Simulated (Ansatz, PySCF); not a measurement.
WCl4H2, SMILES [WH2]([Cl])([Cl])([Cl])[Cl], multiplicity 1. Atoms are numbered in the order given.

```xyz
7

W      0.0000     0.0000    -0.1016
Cl     0.0000     2.2596    -0.4187
Cl     2.1752     0.0000     0.7303
Cl    -2.1752     0.0000     0.7303
Cl     0.0000    -2.2596    -0.4187
H      0.8574     0.0000    -1.5387
H     -0.8574     0.0000    -1.5387
```

Geometry: B3LYP-D3(BJ)/def2-SVP. The multiplicity is an assumed one; no other spin state was optimised. The structure was generated by enumeration; whether it is a known compound was not checked. The def2 effective core potentials stand for the cores of W; spin–orbit coupling is left out.

Vertical ionisation energy (IE) and electron affinity (EA) in eV. Rows of orbital energies are one-electron estimates. Where ΔSCF, EOM or ADC give a negative EA the extra electron is unbound and the value depends on the basis.

| level | IE | EA |
|---|---|---|
| −ε(HOMO), −ε(LUMO), B3LYP/def2-TZVP (PySCF) | ___ | ___ |
| −ε(HOMO), −ε(LUMO), PBE/def2-TZVP (PySCF) | 7.05 | 5.27 |
| ΔSCF, PBE/def2-SVPD (Ansatz), final states of multiplicity 2 and 2 | 9.80 | 2.80 |

Question: Complete the blanks. (Estimate from the structure and the level; the computed values follow.)

Answer: 
- −ε(HOMO), −ε(LUMO), B3LYP/def2-TZVP (PySCF), IE: 8.18
- −ε(HOMO), −ε(LUMO), B3LYP/def2-TZVP (PySCF), EA: 4.79

Question: What vertical singlet–triplet gap does ΔSCF give with PBE/def2-SVPD (Ansatz, a quantum-chemistry and plane-wave program)? (An estimate is asked for; the answer gives what the named calculation found.)

Answer: 1.81 eV (triplet above singlet where positive).
